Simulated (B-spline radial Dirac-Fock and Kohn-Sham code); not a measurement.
# Elastic and transport cross sections of cadmium for electrons

The computed values come from a radial B-spline solver: relativistic (Dirac) partial waves in the static field of the Dirac-Fock atom with Furness-McCarthy exchange, without polarisation or absorption potentials. σ_tr1 and σ_tr2 weight the cross section with 1 − P₁ and 1 − P₂ of cos θ; "backward" is the share scattered beyond 90°.

| energy (eV) | σ (a₀²) | σ_tr1 (a₀²) | σ_tr2 (a₀²) | σ/σ_tr1 | backward (%) |
| --- | --- | --- | --- | --- | --- |
| 1850 | 6.07 | 0.910 | 1.06 | 6.67 | 5.6 |
| 2000 | 5.84 | 0.823 | 0.984 | 7.10 | 5.2 |
| 2250 | 5.50 | 0.705 | 0.880 | 7.80 | 4.7 |
| 3000 | 4.72 | 0.478 | 0.661 | 9.88 | 3.5 |
| 5000 | ? | ? | ? | ? | ? |
| 5020 | 3.55 | 0.230 | 0.373 | 15.4 | 2.0 |
| 5230 | 3.46 | 0.217 | 0.356 | 16.0 | 1.9 |
| 7000 | 2.91 | 0.141 | 0.249 | 20.7 | 1.3 |
| 8930 | 2.51 | 0.0977 | 0.182 | 25.7 | 0.96 |
| 9910 | 2.35 | 0.0834 | 0.158 | 28.2 | 0.84 |

**Question.** Fill in the row for 5 keV.

**Answer.** σ = 3.55 a₀², σ_tr1 = 0.232 a₀², σ_tr2 = 0.375 a₀², σ/σ_tr1 = 15.3, backward 2.0 %. The ratio σ/σ_tr1 is roughly the number of elastic collisions that randomise the direction.
